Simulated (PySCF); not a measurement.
C12H8.
Atom-mapped SMILES: `[CH:1]#[C:2]/[CH:3]=[C:4](\[C:5]#[CH:6])[c:7]1[cH:8][cH:9][cH:10][cH:11][cH:12]1`

Geometry (GFN2-xTB, Å), atoms numbered from 1 in this order:
```
atom  x, y, z in Å
C1     4.4441    0.1934   -0.5689
C2     3.2794   -0.1062   -0.5550
C3     1.9299   -0.4861   -0.5538
C4     0.9439    0.2746   -0.0274
C5     1.2559    1.5176    0.5744
C6     1.5090    2.5794    1.0758
C7    -0.4646   -0.1366   -0.0225
C8    -1.3149    0.3148    0.9869
C9    -2.6381   -0.0807    1.0200
C10   -3.1389   -0.9239    0.0416
C11   -2.3074   -1.3645   -0.9750
C12   -0.9820   -0.9750   -1.0093
H13    5.4578    0.4621   -0.5783
H14    1.7088   -1.4529   -0.9867
H15    1.7394    3.5040    1.5143
H16   -0.9229    0.9694    1.7522
H17   -3.2824    0.2712    1.8125
H18   -4.1738   -1.2316    0.0673
H19   -2.6958   -2.0112   -1.7486
H20   -0.3527   -1.3072   -1.8223
```

Probes without a nucleus sit at each ring's centroid and 1 Å off its mean plane on both sides; NICS is minus the shielding there, NICSzz its component along the normal. Level: GIAO PBE0/pcSseg-1 (PySCF, non-relativistic, gas phase) on the GFN2-xTB geometry, one conformer.

Ring bond lengths (Å), with Mayer bond orders in brackets: C7–C8 1.395 (1.41), C8–C9 1.381 (1.45), C9–C10 1.385 (1.43), C10–C11 1.385 (1.43), C11–C12 1.382 (1.46), C12–C7 1.394 (1.40).

Q: Give the NICS values of each ring in ppm.

A: 
```
                ring                                              type  NICS(0)  NICS(1), two faces  NICS(1)zz, two faces  rms pucker (Å)  centre to ring atoms, mean (Å)
C7–C8–C9–C10–C11–C12  6-membered carbocycle; formal bonds all aromatic     -8.1       -11.1 / -10.9         -27.6 / -27.0            0.00                            1.39
```

Q: What can be read from them?

A: 
- C7–C8–C9–C10–C11–C12: mean NICS(1)zz -27.3 ppm, shielded, aromatic by this magnetic criterion (flat ring, no four-coordinate atom).

Q: What does the geometric index give? Use HOMA with the parameters of Krygowski (1993).

A: 
- C7–C8–C9–C10–C11–C12: HOMA 0.99 = 1 − EN − GEO, with mean bond length 1.387 Å, EN = α(Ropt − mean)² = 0.000 and GEO = α × variance = 0.008. The geometric and the magnetic index point the same way.

Q: At the second NICS(1) probe listed for ring C7–C8–C9–C10–C11–C12, 1 Å off the ring, what do the in-plane components average?

A: The isotropic value is a third of the trace: (3 × -10.9 − (-27.0))/2 = -2.9 ppm.

Q: Give the inner angles of the rings and the Hirshfeld charges of the ring atoms.

A: 
- C7–C8–C9–C10–C11–C12: C7 118.7° (+0.001 e), C8 120.6° (-0.045 e), C9 120.2° (-0.045 e), C10 119.7° (-0.045 e), C11 120.3° (-0.047 e), C12 120.5° (-0.046 e); sum 720.0° against 720° for a flat convex ring.

Q: How shielded are the nuclei of the rings and their hydrogens (means over atoms taken as equivalent)?

A: 
```csv
atoms,environment,σ isotropic (ppm),"principal values of the symmetric part, first atom (ppm)"
C7,substituted aromatic carbon,44.3,"-49.0, 10.6, 171.4"
C8 (×2),aromatic CH carbon,54.6,"-49.8, 33.2, 172.9"
C9 (×2),aromatic CH carbon,52.9,"-58.0, 38.5, 177.7"
C10,aromatic CH carbon,51.9,"-59.0, 36.8, 178.0"
H16 (×2),aromatic hydrogen,23.78,"18.7, 22.2, 29.7"
H17 (×2),aromatic hydrogen,24.05,"20.5, 24.4, 27.1"
H18,aromatic hydrogen,24.08,"20.8, 24.7, 26.7"
```
